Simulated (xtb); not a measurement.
boric acid (H3BO3), singlet, from a rough starting geometry; GFN2-xTB (xtb 6.7.1).

Here is a job for xtb.
```
$ xtb mol.xyz --gfn 2 --opt vtight --json

# file mol.xyz
7

O     -1.21757349    -0.95972654    -0.01588556
B     -0.09703798    -0.22240387    -0.04321127
O     -0.23572907     1.18361189     0.14842297
O      1.07285227    -0.91667586    -0.10271562
H     -1.99479503    -0.39324824     0.00153900
H      0.58121506     1.66443310     0.13187423
H      1.85288452    -0.36693811    -0.12827535
```

It wrote (shortened):

```
   ID    Z sym.   atoms
    1    8 O      1, 3, 4
    2    5 B      2
    3    1 H      5-7

           -------------------------------------------------
          |                Calculation Setup                |
           -------------------------------------------------

           -------------------------------------------------
          |                 G F N 2 - x T B                 |
           -------------------------------------------------

          ...................................................
          :                      SETUP                      :
          :.................................................:
          :  # basis functions                  19          :
          :  # atomic orbitals                  19          :
          :  # shells                           11          :
          :  # electrons                        24          :
          :  max. iterations                   250          :
          :  Hamiltonian                  GFN2-xTB          :
          :  restarted?                      false          :
          :  GBSA solvation                  false          :
          :  PC potential                    false          :
          :  electronic temp.          300.0000000     K    :
          :  accuracy                    1.0000000          :
          :  -> integral cutoff          0.2500000E+02      :
          :  -> integral neglect         0.1000000E-07      :
          :  -> SCF convergence          0.1000000E-05 Eh   :
          :  -> wf. convergence          0.1000000E-03 e    :
          :  Broyden damping             0.4000000          :
          :  net charge                          0          :
          :  unpaired electrons                  0          :
          ...................................................

 iter      E             dE          RMSdq      gap      omega  full diag
   1    -15.0323794 -0.150324E+02  0.834E+00   10.59       0.0  T
   2    -15.1574551 -0.125076E+00  0.484E+00    8.05       1.0  T
   3    -15.1619494 -0.449432E-02  0.190E+00    9.05       1.0  T
   4    -15.1667155 -0.476616E-02  0.566E-01    8.59       1.0  T
   5    -15.1666025  0.113084E-03  0.484E-01    9.03       1.0  T
   6    -15.1685543 -0.195187E-02  0.572E-02    8.79       1.0  T
   7    -15.1685576 -0.329134E-05  0.259E-02    8.78       1.5  T
   8    -15.1685575  0.969866E-07  0.105E-02    8.79       3.6  T
   9    -15.1685582 -0.680928E-06  0.249E-03    8.79      15.2  T
[...]
         :: total energy             -15.079667617927 Eh    ::
 * total energy  :   -15.0796676 Eh     change       -0.5631051E-12 Eh
 * total energy  :   -15.0818963 Eh     change       -0.2228714E-02 Eh
 * total energy  :   -15.0825510 Eh     change       -0.6546595E-03 Eh
 * total energy  :   -15.0825965 Eh     change       -0.4547609E-04 Eh
 * total energy  :   -15.0826295 Eh     change       -0.3306619E-04 Eh
 * total energy  :   -15.0826308 Eh     change       -0.1261748E-05 Eh
 * total energy  :   -15.0826310 Eh     change       -0.1602771E-06 Eh
 * total energy  :   -15.0826310 Eh     change       -0.2107784E-07 Eh
   *** GEOMETRY OPTIMIZATION CONVERGED AFTER 8 ITERATIONS ***
         :: total energy             -15.082630977262 Eh    ::
[...]
                  HL-Gap            0.3345869 Eh            9.1046 eV
             Fermi-level           -0.2867071 Eh           -7.8017 eV

     #   Z          covCN         q      C6AA      α(0)
     1   8 O        1.593    -0.467    22.240     6.364
     2   5 B        2.363     0.551    19.319     8.309
     3   8 O        1.593    -0.519    23.349     6.521
     4   8 O        1.593    -0.486    22.621     6.419
     5   1 H        0.806     0.320     0.664     1.280
     6   1 H        0.806     0.298     0.727     1.339
     7   1 H        0.806     0.304     0.710     1.324

 Mol. C6AA /au·bohr⁶  :        442.860115
 Mol. C8AA /au·bohr⁸  :       9966.666374
 Mol. α(0) /au        :         31.555754

Wiberg/Mayer (AO) data.
largest (>0.10) Wiberg bond orders for each atom

 ---------------------------------------------------------------------------
     #   Z sym  total        # sym  WBO       # sym  WBO       # sym  WBO
 ---------------------------------------------------------------------------
     1   8 O    2.145 --     2 B    1.153     5 H    0.881
     2   5 B    3.368 --     1 O    1.153     4 O    1.121     3 O    1.080
     3   8 O    2.078 --     2 B    1.080     6 H    0.892
     4   8 O    2.118 --     2 B    1.121     7 H    0.889
     5   1 H    0.898 --     1 O    0.881
     6   1 H    0.911 --     3 O    0.892
     7   1 H    0.908 --     4 O    0.889
 ---------------------------------------------------------------------------

Topologies differ in total number of bonds
Writing topology from bond orders to xtbtopo.mol

molecular dipole:
                 x           y           z       tot (Debye)
 q only:        0.391       0.771       0.059
   full:        0.594       1.128       0.086       3.248
molecular quadrupole (traceless):
                xx          xy          yy          xz          yz          zz
 q only:        5.250       2.217      -4.069      -0.022      -0.361      -1.181
  q+dip:        6.226       2.765      -5.539       0.013      -0.572      -0.686
   full:        6.518       2.972      -5.838       0.023      -0.609      -0.680

optimized geometry written to: xtbopt.xyz

           -------------------------------------------------
          | TOTAL ENERGY              -15.082630977262 Eh   |
          | GRADIENT NORM               0.000038535068 Eh/α |
          | HOMO-LUMO GAP               9.104572598783 eV   |
           -------------------------------------------------

normal termination of xtb
```
